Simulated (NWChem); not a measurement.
System: Si$_{2}$NH$_{6}$, doublet; SMILES N([SiH2])[SiH3]

Here is an NWChem input.

```
start job
memory heap 200 mb stack 900 mb global 1100 mb
geometry units angstroms noautoz
  Si    -0.241905    -1.617390     0.084149
  N      0.546254    -0.068277    -0.134880
  Si    -0.144891     1.536811    -0.044367
  H     -1.297087    -1.432806     1.125955
  H      0.783590    -2.598465     0.565272
  H      1.463303    -0.121686    -0.572089
  H     -1.343255     1.456368     0.826813
  H     -0.556660     2.084511    -1.368628
  H      0.850455     2.479683     0.535190
end
basis spherical
  * library def2-svp
end
dft
  odft
  mult 2
  xc pbe0
  iterations 150
end
tddft
  cis
  nroots 8
end
task tddft energy
```

The geometry was optimised at B3LYP/6-31G* (spherical d), spin-unrestricted. No stability test was run on the SCF state.

Vertical excitations in the gas phase. Excited states of an open shell can be spin-contaminated.

Task: Give the results of this calculation. (PBE0/def2-SVP, spin-unrestricted, TDA.) Quantities: lowest excitation (eV); oscillator strength of that lowest state; lowest state with f > 0.02 (eV); oscillator strength of that bright state; lowest empty minus highest occupied level, either spin (eV).

Result: 
```
Item                                                         Result
-----------------------------------------------------------  ------
lowest excitation (eV)                                         4.24
oscillator strength of that lowest state                      0.008
lowest state with f > 0.02 (eV)                                4.63
oscillator strength of that bright state                      0.109
lowest empty minus highest occupied level, either spin (eV)    3.57
```
